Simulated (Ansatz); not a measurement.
CH$_{7}$FOSSi$_{2}$, SMILES `CO[SiH2]S[SiH2]F`, 13 atoms. Total charge 0; spin multiplicity 1. All runs use 2 threads of an AMD EPYC 7R13 on a shared host and a share of an NVIDIA H100 80 GB. Correlated methods freeze the cores. Open-shell runs search over several starts.

Problem. Give the basis size and wall time and peak host memory of each of these runs in Ansatz. RHF-CCSD(T)/def2-TZVPP energy; UKS r2SCAN-D4/def2-TZVPP energy of the cation; direct RPA on PBE orbitals/def2-TZVPP energy; UHF-MP2/def2-QZVPP energy of the cation; UKS B2PLYP (frozen core)/def2-TZVPP energy of the cation; RKS PBE0-D4/def2-TZVP frequencies; RKS PBE0-D4/def2-QZVPP energy; UKS PBE0-D4/def2-TZVPP energy of the cation; RKS BLYP-D4/def2-TZVPP energy; UKS B3LYP-D4/def2-TZVPP energy of the cation; RHF-MP2/def2-QZVPP energy; RHF-CCSD(T)/def2-SVP energy. (Estimate.)

Solution. The calculation gave: Other jobs shared the machine, so times are rough.

```
                                level                   job  functions  wall time  peak host memory (GiB)
               RKS BLYP-D4/def2-TZVPP                energy        317      1.7 s                    0.85
                 RHF-CCSD(T)/def2-SVP                energy        131      2.6 s                    0.77
direct RPA on PBE orbitals/def2-TZVPP                energy        317      2.7 s                     1.4
               RKS PBE0-D4/def2-QZVPP                energy        591      2.9 s                     1.1
                   RHF-MP2/def2-QZVPP                energy        591      3.4 s                     1.1
               UKS PBE0-D4/def2-TZVPP  energy of the cation        317      4.1 s                     0.9
              UKS B3LYP-D4/def2-TZVPP  energy of the cation        317      5.5 s                    0.91
  UKS B2PLYP (frozen core)/def2-TZVPP  energy of the cation        317      6.5 s                     1.4
             UKS r2SCAN-D4/def2-TZVPP  energy of the cation        317        7 s                    0.99
               RHF-CCSD(T)/def2-TZVPP                energy        317      7.5 s                    0.84
                   UHF-MP2/def2-QZVPP  energy of the cation        591       15 s                     1.3
                RKS PBE0-D4/def2-TZVP           frequencies        246       64 s                    0.92
```

B3LYP here is the variant with VWN-RPA as its local correlation; programs differ in this.
